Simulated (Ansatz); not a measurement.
System: difluoro(fluorosilyl)silane, Si2H3F3, net charge 0, singlet state. SMILES: F[SiH](F)[SiH2]F

Atoms: F1, Si2, Si3, F4, F5, H6, H7, H8. Bonds: F1-Si2, Si2-Si3, Si2-H6, Si2-H7, Si3-F4, Si3-F5, Si3-H8.

Bond lengths (Å) and angles (degrees) optimised at HF/6-31G* with Ansatz (an electronic-structure program); PBE/6-31G* with Ansatz; B3LYP/LANL2DZ with Ansatz, each started from the B3LYP-D3(BJ)/def2-TZVP structure (Ansatz) of the last column. A row stands for all coordinates that are equal there; 10 of 19 kinds are shown. 6-31G* holds six Cartesian d functions. No wavenumbers were computed at PBE/6-31G*, B3LYP/LANL2DZ, so these may be saddle points.

| coordinate | HF/6-31G* | PBE/6-31G* | B3LYP/LANL2DZ | B3LYP-D3(BJ)/def2-TZVP |
|---|---|---|---|---|
| F1-Si2 | 1.601 | 1.632 | 1.703 | 1.611 |
| Si2-Si3 | 2.341 | 2.350 | 2.353 | 2.356 |
| Si2-H6 | 1.471 | 1.501 | 1.478 | 1.479 |
| Si2-H7 | 1.472 | 1.502 | 1.478 | 1.480 |
| Si3-F4 | 1.590 | 1.624 | 1.689 | 1.600 |
| Si3-F5 | 1.588 | 1.621 | 1.685 | 1.598 |
| Si3-H8 | 1.467 | 1.499 | 1.476 | 1.476 |
| F1-Si2-Si3 | 108.3 | 110.2 | 105.8 | 108.3 |
| Si2-Si3-F4 | 107.6 | 105.8 | 107.0 | 107.6 |
| Si2-Si3-F5 | 110.4 | 110.9 | 109.2 | 109.7 |

Mean signed difference of all 7 bond lengths from B3LYP-D3(BJ)/def2-TZVP: HF/6-31G* -0.010 Å, PBE/6-31G* 0.019 Å, B3LYP/LANL2DZ 0.038 Å.
